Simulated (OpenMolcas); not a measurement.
An atom or ion with 23 electrons was computed by SS-RASPT2, IPEA 0.25 Eh, imaginary shift 0.1 Eh with spin-orbit coupling (OpenMolcas, ANO-RCC-VQZP, DKH2). The lowest levels that the run gave, each within 12 % of the measured value where one is at hand:

| J | Parity | E (cm-1) | g |
| --- | --- | --- | --- |
| 5/2 | even | 0.0 | 2.002 |
| 5/2 | even | 38350 | 0.572 |
| 7/2 | even | 38400 | 0.985 |
| 11/2 | even | 38410 | 1.273 |
| 9/2 | even | 38430 | 1.172 |
| 5/2 | even | 42420 | 1.584 |
| 3/2 | even | 42540 | 1.706 |
| 1/2 | even | 42670 | 2.622 |
| 7/2 | even | 46370 | 1.428 |
| 1/2 | even | 46500 | 0.046 |
| 3/2 | even | 46630 | 1.227 |
| 5/2 | even | 46660 | 1.386 |

**Question.** Which ion is it, and what are the configurations and terms?

**Answer.** Co4+ (Z = 27, charge +4; active space 11 electrons in 8 orbitals (RAS1 3p, at most 2 holes; RAS2 3d)). J, parity and g give the terms where levels are pure, and mixed ones are named by the computed weights; the size of the splittings, set against known spectra of the 23-electron sequence, gives the charge. In order, with the measured energies in cm-1 (Sugar and Corliss, J. Phys. Chem. Ref. Data 10, 1097 (1981)): 3d5 6S 5/2, 3d5 4G 5/2, 3d5 4G 7/2, 3d5 4G 11/2 (37218), 3d5 4G 9/2, 3d5 4P 5/2 (40753), 3d5 4P 3/2 (40891), 3d5 4P 1/2 (41024), 3d5 4D 7/2 (44709), 3d5 4D 1/2 (44908), 3d5 4D 3/2, 3d5 4D 5/2.

CASPT2 breaks the degeneracy within a term, and the mean is taken; among the terms shown or strongly mixed into the levels shown the widest spread is 40 cm-1 (3d5 4G). Active for correlation alone: 3p; no level in the range computed is led by a configuration that opens it, so any true level of that kind is missing. Computed and measured levels are paired by configuration, term and J; levels that our copy of the source lacks, or whose pairing is in doubt (as where it misses far off the trend of its configuration), stay unpaired and out of the deviations. Levels of configurations outside the active space are missing.
